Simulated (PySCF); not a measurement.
# Tellurium: a sound run and one with changed settings

Sound run: Te⁺ [Kr] 4d10 5s2 5p3, Te²⁺ [Kr] 4d10 5s2 5p2. All numbers are calculated (PySCF 2.14, the spin-free X2C one-electron Hamiltonian (Gaussian nucleus), in x2c-SVPall). In the sound run the correlated levels freeze [Kr] 4d10. The sound run starts from symmetry-adapted Hartree-Fock orbitals and uses a fine grid where one is needed.

Changed run: initial guess 1e, at most 50 SCF cycles, level shift 0.1 hartree.

| species | method | sound run (hartree) | changed run (hartree) | converged |
| --- | --- | --- | --- | --- |
| Te⁺ | UHF | -6789.83891 | -6789.83891 | yes |
| Te⁺ | MN15 | -6797.09577 | -6797.09577 | yes |
| Te⁺ | TPSS | -6792.32569 | -6792.32569 | yes |
| Te⁺ | MP2 | -6789.88331 | -6789.87867 | yes |
| Te⁺ | CCSD(T) | -6789.89624 | -6789.89624 | yes |
| Te²⁺ | UHF | -6789.16109 | -6789.16109 | yes |
| Te²⁺ | MN15 | -6796.39574 | -6796.39574 | yes |
| Te²⁺ | TPSS | -6791.63249 | -6791.63249 | yes |
| Te²⁺ | MP2 | -6789.19498 | -6789.19147 | yes |
| Te²⁺ | CCSD(T) | -6789.20899 | -6789.20899 | yes |

Ionisation energy of Te⁺:

```
 method  sound run (eV)  changed run (eV)
    UHF          18.445            18.445
   MN15          19.049            19.049
   TPSS          18.863            18.863
    MP2          18.730            18.700
SCS-MP2          18.630            18.610
   CCSD          18.698            18.698
CCSD(T)          18.701            18.701
```

A level shift leaves the converged SCF energy unchanged but raises the virtual orbital energies, which shrinks MP2 if it is not removed.

For comparison, NIST gives 18.6 ± 0.4 eV between the lowest levels.
